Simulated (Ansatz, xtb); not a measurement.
**Relative energy of two isomers of FHNSiZn**

Structure a: `F/[Si]=[N]/[ZnH]`, a doublet. Structure b: `F[Si][NH][Zn]`, a doublet. Both are isolated molecules in the gas phase, relaxed with PBE0-D3(BJ)/def2-SVP; the shapes shown needn't be the lowest conformers.

a (Å):

```xyz
5

F    -1.0755   -0.9818    4.1961
N     0.0349   -0.1075    1.7754
Si    0.0673   -0.1479    3.3891
Zn    1.1341    0.7115    0.5633
H     2.0080    1.3666   -0.5031
```

b (Å):

```
atom    x (Å)    y (Å)   z (Å)
   F  -0.4799  -1.1308  3.3271
   N   0.7014   0.5207  1.7084
  Si  -0.3237  -0.8413  1.7084
  Zn   1.2968   1.3914  0.1366
   H   1.0215   0.9006  2.6041
```

Estimate which is lower in electronic energy at CCSD(T)/def2-SVP, and by roughly how much.

The CCSD(T)/def2-SVP calculation puts structure b lower, by 100.5 kJ/mol.

The same difference at several levels:

```
               level              geometry  E(b) − E(a) (kJ/mol)  departure from the last row (kJ/mol)  job, with rough time for the two
PBE0-D3(BJ)/def2-SVP  PBE0-D3(BJ)/def2-SVP                   −99.0                                  +1.5             optimisation, 2.7 min
         HF/def2-SVP  PBE0-D3(BJ)/def2-SVP                  −133.9                                 −33.4           part of the CCSD(T) run
        MP2/def2-SVP  PBE0-D3(BJ)/def2-SVP                  −133.4                                 −32.9           part of the CCSD(T) run
    CCSD(T)/def2-SVP  PBE0-D3(BJ)/def2-SVP                  −100.5                                                      single point, 91 s
```

As drawn, b has 1 N–Si, 1 N–H in place of 1 N=Si, 1 Zn–H.

None of the levels shown reverses the order. The largest departure from CCSD(T)/def2-SVP is that of HF/def2-SVP, 33.4 kJ/mol. Levels run at GFN2-xTB geometries aren't shown. MP2 in a larger basis moves the difference by +12.6 kJ/mol, a step that isn't added because spin contamination makes open-shell MP2 unreliable in this search.

With harmonic frequencies from PBE0-D3(BJ)/def2-SVP (ideal gas, rigid rotor, one conformer each, 298.15 K, 1 atm): the zero-point term adds +12.1 kJ/mol; ΔH is −89.3 and ΔG −88.2 kJ/mol.

Open shells are spin-unrestricted. The correlated steps freeze 12 core orbitals; the last core shell of Zn is correlated, in a basis made for valence electrons. Programs: Ansatz 0.2.0; the last row on 1 thread of Arm Neoverse V1 on a shared host.
